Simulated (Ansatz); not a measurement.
C$_{2}$H$_{10}$AlBSi, SMILES `B[SiH2][CH2][AlH][CH3]` at its PBE0-D4/def2-TZVP geometry, where that method's forces vanish. The species carries charge 0 and has multiplicity 1.

```xyz
15

B    -0.5284   -1.6721    0.7689
Si   -1.3643   -0.6646   -0.7604
C    -0.0378    0.2905   -1.6765
Al    0.8278    1.4706   -0.3886
C     1.1077    0.7678    1.4180
H     0.4431   -2.3445    0.5605
H    -0.9833   -1.7088    1.8741
H    -2.4158    0.2930   -0.2983
H    -2.0632   -1.6746   -1.6179
H    -0.4284    0.8149   -2.5520
H     0.7069   -0.4380   -2.0252
H     1.2413    2.9674   -0.7301
H     1.0734   -0.3294    1.4952
H     2.0761    1.0676    1.8319
H     0.3450    1.1602    2.1003
```

Problem. What forces (eV/Å) does B3LYP-D4/def2-TZVPP give on these atoms in the Gaussian-basis code of Ansatz? (Estimate.)

Solution. Computed: 
```
B1   0.023 -0.129  0.090
Si2 -0.196 -0.096  0.000
C3   0.043  0.008 -0.068
Al4  0.081  0.179 -0.061
C5   0.041 -0.034  0.090
H6  -0.116  0.075  0.029
H7   0.053  0.000 -0.128
H8   0.065 -0.053 -0.030
H9   0.035  0.060  0.047
H10  0.034 -0.036  0.041
H11 -0.040  0.048 -0.004
H12 -0.025 -0.091  0.025
H13  0.011  0.104  0.004
H14 -0.049 -0.014 -0.010
H15  0.041 -0.022 -0.023
```

B3LYP here is the variant with VWN-RPA as its local correlation; programs differ in this.
